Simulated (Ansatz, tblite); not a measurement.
Removing and adding an electron: Au₂Se (the lowest singlet isomer of a short search). Charge 0, multiplicity 1. Geometry: r2SCAN-D4/def2-TZVP. Ansatz, gas phase; energy differences of separate SCF runs; the oxidised species was run as a doublet alone; the reduced species was run as a doublet alone.

Cartesian coordinates in Å:
```
Au -1.425 0.783 0.467
Au 1.537 0.344 -0.619
Se -0.111 -1.128 0.152
```

In the def2 sets Au takes a core potential; there is no spin–orbit coupling. The xTB rows come from tblite. HOMO above LUMO, or a gap near zero within one spin, warns that the state may not be the lowest or that an electron is smeared out. The structure comes from a short search, and lower isomers may exist.

```
             level  −HOMO (eV)  vertical IE (eV)  −LUMO (eV)  vertical EA (eV)  HOMO–LUMO gap (eV)  IE − EA (eV)
          GFN1-xTB       10.74             14.02        8.81              5.19                1.93          8.83
  PBE-D4/def2-TZVP        5.27              8.09        3.91                 –                1.36             –
 PBE0-D4/def2-TZVP        6.19              8.00        3.03                 –                3.15             –
PBE0-D4/def2-TZVPD        6.20                 –        3.03              1.53                3.17             –
```

Question: Estimate the rows for GFN2-xTB, PBE-D4/def2-TZVPD, r2SCAN-D4/def2-TZVP, r2SCAN-D4/def2-TZVPD.

Answer: 
```tsv
level	−HOMO (eV)	vertical IE (eV)	−LUMO (eV)	vertical EA (eV)	HOMO–LUMO gap (eV)	IE − EA (eV)	remarks
GFN2-xTB	9.80	12.92	6.98	4.37	2.83	8.55	–
PBE-D4/def2-TZVPD	5.29	–	3.92	1.68	1.37	–	HOMO above zero (-1 doublet), gap within one spin near zero (-1 doublet)
r2SCAN-D4/def2-TZVP	5.41	8.06	3.70	–	1.70	–	–
r2SCAN-D4/def2-TZVPD	5.42	–	3.71	1.68	1.71	–	HOMO above zero (-1 doublet)
```

Relaxing the oxidised species (r2SCAN-D4/def2-TZVP) changes its energy by -0.02 eV at PBE-D4/def2-TZVP, so the adiabatic ionisation energy to this nearest minimum is 8.06 eV. At PBE0-D4/def2-TZVP it is 7.98 eV.     A HOMO above zero means that the electron is unbound at that level or that self-interaction error raises the level; the energy of removing that electron tells which. Raw xTB energy differences between charge states are shifted by several eV; the methods need an empirical correction for them.
